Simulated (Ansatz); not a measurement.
C₄H₈Br₂ (`C[C@H](Br)[C@@H](C)Br`), relaxed with RKS PBE-D4/def2-SVP in Ansatz 0.2.0 from a rough embedded geometry. The force threshold is 0.03 eV/Å; the program also tests the step.

Total charge 0; spin multiplicity 1.

Start:

```xyz
14

C     0.603   -1.613    0.927
C     0.660   -0.237    0.291
Br    1.212    1.058    1.689
C    -0.660    0.238   -0.290
C    -0.602    1.613   -0.928
Br   -1.216   -1.060   -1.685
H    -0.181   -1.655    1.682
H     0.402   -2.371    0.172
H     1.553   -1.848    1.403
H     1.447   -0.187   -0.466
H    -1.448    0.190    0.466
H     0.182    1.653   -1.683
H    -0.401    2.372   -0.174
H    -1.552    1.848   -1.404
```

Task: How much energy does the relaxation release, and in how many steps? (Estimate.)

Result: Ansatz gave: 0.06 eV, in 3 steps.

Task: Which bonds change most? (Best estimate.)

Result: The calculation gave: C1–H8 from 1.088 to 1.108 Å; C5–H13 from 1.089 to 1.108 Å; C5–H12 from 1.089 to 1.109 Å; C1–H7 from 1.089 to 1.109 Å.

Task: Give the relaxed structure. (Estimate.)

Result: Ansatz gave: 
```xyz
14

C     0.611   -1.628    0.944
C     0.657   -0.251    0.301
Br    1.214    1.060    1.709
C    -0.657    0.251   -0.301
C    -0.611    1.628   -0.944
Br   -1.216   -1.060   -1.707
H    -0.173   -1.676    1.726
H     0.386   -2.392    0.173
H     1.585   -1.873    1.410
H     1.464   -0.181   -0.456
H    -1.464    0.183    0.456
H     0.173    1.675   -1.727
H    -0.384    2.392   -0.174
H    -1.584    1.873   -1.410
```
